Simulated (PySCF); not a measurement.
## Potential energy of AsC along the bond

Set-up: As cc-pVTZ-PP with ECP10, C cc-pVTZ; scalar-relativistic core potentials (PySCF 2.14). Energies in eV from As + C in their ground configurations at the same level. All curves are PBE0. state 1: ²Σ⁺ (doublet), unpaired electrons σ ↑; state 2: ²Π (doublet), unpaired electrons π ↑, a second solution, started from another occupation; state 3: quartet, unpaired electrons σ ↑, π ↑↑, a mixture of terms (⟨Lz²⟩ = 2.0), a second solution, started from another occupation; state 4: ⁶Σ⁺ (sextet), unpaired electrons σ ↑, π ↑↑↑↑, a second solution, started from another occupation.

| R (Å) | state 1 | state 2 | state 3 | state 4 |
| --- | --- | --- | --- | --- |
| 1.435 | -2.572 | -0.651 | 1.737 | 5.969 |
| 1.501 | -3.553 | -2.018 | 0.247 | 3.918 |
| 1.568 | -4.094 | -2.906 | -0.768 | 2.387 |
| 1.618 | -4.285 | -3.332 | -1.290 | 1.506 |
| 1.668 | -4.336 | -3.597 | -1.653 | 0.812 |
| 1.718 | -4.282 | -3.734 | -1.888 | 0.270 |
| 1.785 | -4.093 | -3.763 | -2.050 | -0.265 |
| 1.868 | -3.750 | -3.618 | -2.079 | -0.700 |
| 1.968 | -3.274 | -3.272 | -1.954 | -0.978 |
| 2.102 | -2.630 | -2.636 | -1.652 | -1.089 |

**Question.** Put a parabola through the three lowest points of the state 1 curve and estimate Re, k and ωe (reduced mass 10.34 u; 1 eV/Å² = 0.16022 mdyn/Å; ωe = 1302.8·√(k/μ) cm⁻¹).

**Answer.** Through R = 1.618, 1.668, 1.718 Å the second-order coefficient is 21.0 eV/Å², so Re ≈ 1.667 Å, k ≈ 6.73 mdyn/Å and ωe ≈ 1051 cm⁻¹. A polynomial fit of higher order to the unrounded PBE0 energies gives Re = 1.665 Å, k = 6.87 mdyn/Å, ωe = 1062 cm⁻¹; anharmonicity and rounding make the difference.

The higher-order fit for each curve: state 1: Re = 1.665 Å, ωe = 1062 cm⁻¹, De = 4.34 eV; state 2: Re = 1.763 Å, ωe = 925 cm⁻¹, minimum 3.77 eV below the ground-state fragments; state 3: Re = 1.841 Å, ωe = 739 cm⁻¹, minimum 2.09 eV below the ground-state fragments; state 4: Re = 2.110 Å, ωe = 475 cm⁻¹, minimum 1.09 eV below the ground-state fragments.

⟨S²⟩ of the unrestricted solution departs from its pure value on part of the curve, where spin states mix. Spin–orbit coupling is left out. The state was picked by a PBE0 search and need not be the measured ground state.
